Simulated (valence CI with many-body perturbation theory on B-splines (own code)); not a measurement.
Dy⁵³⁺ in brief

Calculated by relativistic CI+MBPT: three valence electrons over a frozen Dirac-Fock core [Ne], a basis of 9 s, 9 p, 8 d, 6 f, 3 g, 1 h functions for each j, with the one-electron correlation potential Σ1 (screened to all orders), the two-electron term Σ2, the three-electron term Σ3, Breit, model QED; selected single and double excitations, second order for the rest, scaled by the run's own slope (own B-spline code, finite nucleus).

No measured spectrum was set against this ion. As an estimate, large intervals hold to a few tenths of a per cent, small ones and those within an open d or f shell to about a per cent.

Levels are named by their leading jj configuration (3d3/2^4 stands for four electrons in 3d with j = 3/2), which in mixed levels can hold well under half, so a name can repeat and another be missing.

Rates and lifetimes use the calculated energies. Strong lines usually hold to 10 to 20 %, long lifetimes can be off by a factor of two.

Task: What is the ground level?

Result: (3s^2 3p1/2) J=1/2, composition 99 % 3s2 3p 2P°, g = 0.652.

Task: Where does the other parity begin?

Result: At (3s 3p1/2^2) J=1/2, 139.30 eV.

Task: Name the longest-lived excited levels whose lifetime is computed, and their main decay.

Result: (3s 3p3/2 3d5/2) J=9/2 at 765.87 eV lives 24.6 ns, mostly by M1 to (3s 3p1/2 3d5/2) J=7/2; (3s^2 3p3/2) J=3/2 at 211.43 eV lives 14.5 ns, mostly by M1 to (3s^2 3p1/2) J=1/2.

Task: How well does LS coupling describe the low levels?

Result: Among the lowest 20 levels the leading LS term, summed over configurations, holds 66 % on average. For single configurations the figures are 64 % in LS and 93 % in jj coupling. Terms mix most in the J = 3/2 level at 549.78 eV, where the leading one holds 37 %.

Task: Among levels below 794.03 eV, which E1 lines absorb most strongly from the ground level?

Result: to (3s^2 3d3/2) J=3/2 at 3.003 nm, f = 0.405; to (3s 3p1/2 3p3/2) J=1/2 at 3.364 nm, f = 0.192; to (3s 3p1/2 3p3/2) J=3/2 at 3.444 nm, f = 0.119.
